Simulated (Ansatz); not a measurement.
`FC(F)(F)C(F)(F)C(F)(F)C(F)(F)C(F)(F)C(F)(F)C(F)(F)C(F)(F)C(F)(F)C(F)(F)CC[S][Au]` with charge +1. Total charge 1; doublet. Geometry PBE-D4/def2-SVP, that of the neutral singlet; atoms count from 1.

```xyz
39

F    -0.3826    6.2398   -1.1536
C     0.7401    5.9655   -1.8344
F     0.4234    5.3989   -3.0092
F     1.3885    7.1161   -2.0691
C     1.6721    5.0295   -0.9988
F     1.7256    5.5128    0.2631
F     2.9081    5.0938   -1.5518
C     1.3250    3.4974   -0.9326
F     1.4426    2.9742   -2.1744
F     2.2746    2.9536   -0.1291
C    -0.0744    3.1240   -0.3613
F    -0.2043    3.6484    0.8757
F    -1.0171    3.6696   -1.1759
C    -0.4333    1.5888   -0.3047
F    -1.6691    1.5364    0.2543
F    -0.5030    1.1277   -1.5740
C     0.5225    0.6551    0.5155
F     0.9117    1.2875    1.6441
F     1.6054    0.3821   -0.2522
C    -0.1715   -0.6969    0.9204
F    -0.9101   -1.1295   -0.1394
F    -0.9806   -0.4593    1.9712
C     0.8554   -1.8205    1.2886
F     1.4299   -2.2647    0.1393
F     1.8178   -1.2742    2.0726
C     0.2969   -3.0663    2.0663
F     1.3493   -3.9265    2.1714
F    -0.0518   -2.6604    3.3080
C    -0.9036   -3.8493    1.4399
F    -1.9855   -3.0200    1.4996
F    -1.1435   -4.8901    2.2994
C    -0.6535   -4.3879    0.0390
C    -1.7149   -5.3527   -0.4897
S    -3.4020   -4.6937   -0.7822
Au   -3.0409   -2.8640   -2.0890
H    -0.5398   -3.5342   -0.6575
H     0.3225   -4.9152    0.0737
H    -1.8954   -6.1634    0.2498
H    -1.3347   -5.8323   -1.4131
```

In the def2 sets Au takes a core potential; there is no spin–orbit coupling. Single mean-field runs in def2-SVP are fitted with def2-universal-jkfit.

(1) Estimate the Mulliken populations of the heavy atoms from the PBE0/def2-SVP orbitals of Ansatz.

(2) Where does the spin sit?

(3) And the Mayer bond orders between heavy atoms (over 0.3)?

## Answers

(1) 
```
atom  charge (e)  spin (α − β)  d electrons
  F1       -0.16          0.00            –
  C2        0.58          0.00            –
  F3       -0.16          0.00            –
  F4       -0.16          0.00            –
  C5        0.31          0.00            –
  F6       -0.18          0.00            –
  F7       -0.18          0.00            –
  C8        0.33          0.00            –
  F9       -0.18          0.00            –
 F10       -0.18          0.00            –
 C11        0.36          0.00            –
 F12       -0.17          0.00            –
 F13       -0.18          0.00            –
 C14        0.36          0.00            –
 F15       -0.18          0.00            –
 F16       -0.19          0.00            –
 C17        0.35          0.00            –
 F18       -0.16          0.00            –
 F19       -0.18          0.00            –
 C20        0.36          0.00            –
 F21       -0.21          0.00            –
 F22       -0.16          0.00            –
 C23        0.33          0.00            –
 F24       -0.19          0.00            –
 F25       -0.17          0.00            –
 C26        0.42          0.00            –
 F27       -0.18          0.00            –
 F28       -0.16          0.00            –
 C29        0.32          0.00            –
 F30       -0.19          0.01            –
 F31       -0.19          0.00            –
 C32       -0.09          0.02            –
 C33       -0.19         -0.04            –
 S34        0.22          0.92            –
Au35        0.48          0.05         9.74
```
Mulliken values depend strongly on the basis.

(2) Summed by element: F 0.01, C -0.01, S 0.92, Au 0.05, H 0.04, of 1 unpaired in all. Largest on single atoms: S34 0.92, Au35 0.05, C33 -0.04.

(3) S34–Au35 1.04 (2.28 Å); F1–C2 1.12 (1.34 Å); C2–F3 1.13 (1.34 Å); C2–F4 1.14 (1.34 Å); C2–C5 0.89 (1.56 Å); C5–F6 1.08 (1.35 Å); C5–F7 1.09 (1.36 Å); C5–C8 0.91 (1.57 Å); C8–F9 1.09 (1.35 Å); C8–F10 1.07 (1.36 Å); C8–C11 0.85 (1.56 Å); C11–F12 1.11 (1.35 Å); C11–F13 1.06 (1.36 Å); C11–C14 0.94 (1.58 Å); C14–F15 1.08 (1.36 Å); C14–F16 1.08 (1.35 Å); C14–C17 0.89 (1.57 Å); C17–F18 1.10 (1.35 Å); C17–F19 1.07 (1.36 Å); C17–C20 0.89 (1.57 Å); C20–F21 0.98 (1.36 Å); C20–F22 1.11 (1.35 Å); C20–C23 0.88 (1.57 Å); C23–F24 1.04 (1.36 Å); C23–F25 1.10 (1.36 Å); C23–C26 0.91 (1.57 Å); C26–F27 1.07 (1.36 Å); C26–F28 1.12 (1.35 Å); C26–C29 0.91 (1.56 Å); C29–F30 1.04 (1.36 Å); C29–F31 1.07 (1.37 Å); C29–C32 1.00 (1.52 Å); C32–C33 1.04 (1.53 Å); C33–S34 0.99 (1.83 Å).
